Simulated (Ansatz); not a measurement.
Stretching the Sn1–H4 bond in CH6OSn (SMILES C[O][SnH3]) (multiplicity 1 held, fragments rigid). Energies count from the point at 1.714 Å.
Geometry at that point (charge 0, multiplicity 1):
```
atom    x (Å)    y (Å)    z (Å)
----  -------  -------  -------
Sn     0.5636  -0.1421   0.0711
O     -1.1091   0.8744  -0.2396
C     -2.3497   0.1976  -0.2304
H      0.6786  -1.3329  -1.1566
H      1.7766   1.0486  -0.0264
H      0.4454  -0.8679   1.6196
H     -2.5589  -0.2801   0.7361
H     -2.4122  -0.5727  -1.0108
H     -3.1379   0.9306  -0.4194
```

Restricted levels (R-, RO-) in cc, def2 and unpolarised 6-31G sets keep to the state of the molecule at rest. Unrestricted levels (U-) break spin symmetry where that is lower. Active spaces are followed from a long bond inwards. Levels need not reach the same state.

Frozen-core correlation. Filled d and f shells under p-block atoms count as core.

Programs: Ansatz (a first-principles code). Each number belongs to the level named beside it. In def2 rows elements past Kr take small-core potentials, without spin–orbit coupling.

Energies in kJ/mol.

| R (Å) | U-HF/def2-SVP | U-MP2/def2-SVP | R-SCS-MP2/def2-SVP | R-CCSD(T)/def2-SVP | FIC-MRCISD on CASSCF(2,2)/def2-SVP | FIC-MRCISD+Q on CASSCF(2,2)/def2-SVP |
|---|---|---|---|---|---|---|
| 1.371 | 133 | 136 | 137 | 138 | 138 | 137 |
| 1.543 | 25 | 27 | 27 | 28 | 28 | 28 |
| 1.714 | 0 | 0 | 0 | 0 | 0 | 0 |
| 1.886 | 18 | 16 | 16 | 14 | 14 | 14 |
| 2.057 | 58 | 53 | 52 | 47 | 47 | 48 |
| 2.314 | 134 | 123 | 122 | 110 | 110 | 111 |
| 2.571 | 193 | 215 | 192 | 171 | 170 | 171 |
| 3.000 | 233 | 275 | 292 | 247 | 245 | 247 |
| 3.428 | 246 | 293 | 362 | 286 | 286 | 288 |
| 3.943 | 250 | 299 | 410 | 297 | 306 | 308 |
| 4.628 | 252 | 301 | 418 | 288 | 313 | 315 |
| 5.485 | 252 | 301 | 365 | 277 | 314 | 316 |

Doubts at one or more of the structures used: a spin-contaminated determinant (U-HF/def2-SVP, U-MP2/def2-SVP); a restricted determinant that unrestricted orbitals would lower (R-SCS-MP2/def2-SVP, R-CCSD(T)/def2-SVP); other coupled-cluster roots lie near (R-CCSD(T)/def2-SVP); T1 above 0.05 (R-CCSD(T)/def2-SVP).
